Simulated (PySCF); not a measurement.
Fractional electron number in Ge (germanium, neutral)

The 4p alpha orbital of [Ar] 3d10 4s2 4p2 is emptied in steps (occupation f), with all orbitals relaxed, ending at [Ar] 3d10 4s2 4p1. Computed with PySCF 2.14 in def2-SVP (5s4p3d, 32 functions), with the non-relativistic Hamiltonian (point nucleus). The exact energy is a straight line in f; departures are measured from the line between the end points of the same method.

```csv
f,UHF (eV),LDA (eV),PBE (eV),PBE0 (eV),r2SCAN (eV),LC-wPBE (eV),BHandHLYP (eV),wB97X (eV),M06-2X (eV),BLYP (eV)
1,0.000,0.000,0.000,0.000,0.000,0.000,0.000,0.000,0.000,0.000
0.9,0.039,-0.337,-0.327,-0.236,-0.309,-0.012,-0.153,-0.034,-0.150,-0.335
0.7,0.090,-0.788,-0.764,-0.549,-0.715,-0.026,-0.357,-0.081,-0.339,-0.784
0.5,0.105,-0.941,-0.910,-0.651,-0.842,-0.027,-0.424,-0.098,-0.380,-0.935
0.3,0.087,-0.792,-0.764,-0.544,-0.697,-0.019,-0.356,-0.086,-0.297,-0.787
0.1,0.037,-0.340,-0.327,-0.232,-0.294,-0.006,-0.152,-0.039,-0.128,-0.337
0,0.000,0.000,0.000,0.000,0.000,0.000,0.000,0.000,0.000,0.000
```

```tsv
method	E(f=0) − E(f=1) (eV)	−ε at f=1 (eV)	−ε at f=0.5 (eV)
UHF	7.448	7.883	7.441
LDA	8.031	4.296	8.018
PBE	7.913	4.283	7.913
PBE0	7.959	5.339	7.971
r2SCAN	8.095	4.656	8.148
LC-wPBE	8.050	7.910	8.069
BHandHLYP	7.790	6.088	7.793
wB97X	7.749	7.368	7.736
M06-2X	7.778	6.104	7.918
BLYP	7.705	3.987	7.698
```

Orbital energy along the path (eV):

```json
{"f": "1", "UHF": "-7.883", "LDA": "-4.296", "PBE": "-4.283", "PBE0": "-5.339", "r2SCAN": "-4.656", "LC-wPBE": "-7.910", "BHandHLYP": "-6.088", "wB97X": "-7.368", "M06-2X": "-6.104", "BLYP": "-3.987"}
{"f": "0.9", "UHF": "-7.791", "LDA": "-5.032", "PBE": "-5.003", "PBE0": "-5.867", "r2SCAN": "-5.361", "LC-wPBE": "-7.947", "BHandHLYP": "-6.430", "wB97X": "-7.443", "M06-2X": "-6.463", "BLYP": "-4.721"}
{"f": "0.7", "UHF": "-7.613", "LDA": "-6.516", "PBE": "-6.453", "PBE0": "-6.921", "r2SCAN": "-6.767", "LC-wPBE": "-8.014", "BHandHLYP": "-7.112", "wB97X": "-7.589", "M06-2X": "-7.205", "BLYP": "-6.202"}
{"f": "0.5", "UHF": "-7.441", "LDA": "-8.018", "PBE": "-7.913", "PBE0": "-7.971", "r2SCAN": "-8.148", "LC-wPBE": "-8.069", "BHandHLYP": "-7.793", "wB97X": "-7.736", "M06-2X": "-7.918", "BLYP": "-7.698"}
{"f": "0.3", "UHF": "-7.276", "LDA": "-9.533", "PBE": "-9.375", "PBE0": "-9.011", "r2SCAN": "-9.479", "LC-wPBE": "-8.106", "BHandHLYP": "-8.471", "wB97X": "-7.893", "M06-2X": "-8.427", "BLYP": "-9.202"}
{"f": "0.1", "UHF": "-7.117", "LDA": "-11.052", "PBE": "-10.823", "PBE0": "-10.028", "r2SCAN": "-10.730", "LC-wPBE": "-8.115", "BHandHLYP": "-9.145", "wB97X": "-8.081", "M06-2X": "-8.865", "BLYP": "-10.703"}
{"f": "0", "UHF": "-7.041", "LDA": "-11.807", "PBE": "-11.532", "PBE0": "-10.521", "r2SCAN": "-11.328", "LC-wPBE": "-8.104", "BHandHLYP": "-9.482", "wB97X": "-8.197", "M06-2X": "-9.285", "BLYP": "-11.445"}
```

Reference removal energy between the ground levels: 7.899 eV (measured; NIST Atomic Spectra Database, ionization energies). The calculation has no spin-orbit coupling. UHF lacks correlation.
